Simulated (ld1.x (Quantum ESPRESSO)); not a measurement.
## What one change does to a pseudopotential (Cr, TM)

* Element: Cr (Z = 24)
* Generator: ld1.x (Quantum ESPRESSO) 7.5
* Type: norm-conserving Troullier–Martins (Kleinman–Bylander form)
* Functional: LDA (PZ)
* Relativity: scalar-relativistic
* Frozen core: [Ar]
* Valence charge: 6
* Reference configuration: 3d5 4s0 4p1
* Partial waves: 4s (bound, empty): rc 2.10 bohr; 4p (bound): rc 2.90 bohr; 3d (bound): rc 1.55 bohr
* Local potential: the d channel
* Core correction: a·sin(br)/r model core, default radius (core density twice the valence density)

Change: wave 4s (bound): rc 2.10 bohr becomes 4s (bound): rc 1.74 bohr.

Cutoffs: the cutoffs (Ry, on a coarse ladder) from which the occupation-weighted sum of valence levels, in a spherical-Bessel basis at the reference potential, stays within 10 and 1 mRy of its value at 400 Ry; they do not see the model core or the augmentation charge, which bear on the density cutoff. Errors are all-electron minus pseudo energies relative to the spin-unpolarised reference configuration.

Problem. How do hardness, ghosts and transferability respond?

Solution. The potential gets neither clearly harder nor softer (90 Ry and 110 Ry → 90 Ry and 110 Ry); both files keep a bound ghost (p, s); of the 9 tests that both files solve, the error grows in 1 and shrinks in 3 by more than 15 % and 0.3 meV (median size 145.2 → 95.3 meV).

```tsv
quantity	base	changed
cutoff, loose	90 Ry	90 Ry
cutoff, tight	110 Ry	110 Ry
bound ghosts	s, p	s, p
error for 3d5 4s1 4p0, meV [ΔE -3.20 eV]	-2.1	+1.7
error for 3d5 4s0 4p0, meV [ΔE 3.94 eV]	-7.5	-7.5
error for 3d4 4s0 4p0, meV [ΔE 20.28 eV]	-95	-95
error for 3d4 4s1 4p1, meV [ΔE 0.41 eV]	-148	-109
error for 3d4 4s2 4p0, meV [ΔE -3.26 eV]	-145	-70
error for 3d5 4s0.5 4p0, meV [ΔE -0.39 eV]	-0.8	-1.3
error for 3d3 4s0 4p0, meV [ΔE 51.31 eV]	-835	-835
error for 3d5 4s0 4p1 (spin-polarised), meV [ΔE -4.72 eV]	+741	+741
error for 3d5 4s1 4p0 (spin-polarised), meV [ΔE -8.12 eV]	+725	+724
s: phases at 3.17 bohr within 0.05 rad from the reference energy up to (Ry; the scan ends near 5)	1.3	1.4
p: phases at 3.17 bohr within 0.05 rad from the reference energy up to (Ry; the scan ends near 5)	2.2	2.2
d: phases at 3.17 bohr within 0.05 rad from the reference energy up to (Ry; the scan ends near 5)	0.8	0.8
```

Base: These tests converged, but a pseudo level misses the all-electron one widely, so the file describes the atom poorly there or has found another state: 3d4 4s0 4p0: empty 4p by 3.6 eV (a node warning on the way). Changed file: These tests converged, but a pseudo level misses the all-electron one widely, so the file describes the atom poorly there or has found another state: 3d4 4s0 4p0: empty 4p by 3.6 eV (a node warning on the way). A true bound ghost makes a file unfit for plane-wave use even where its test errors are small: the radial tests pick states by their node count and pass the ghost by.
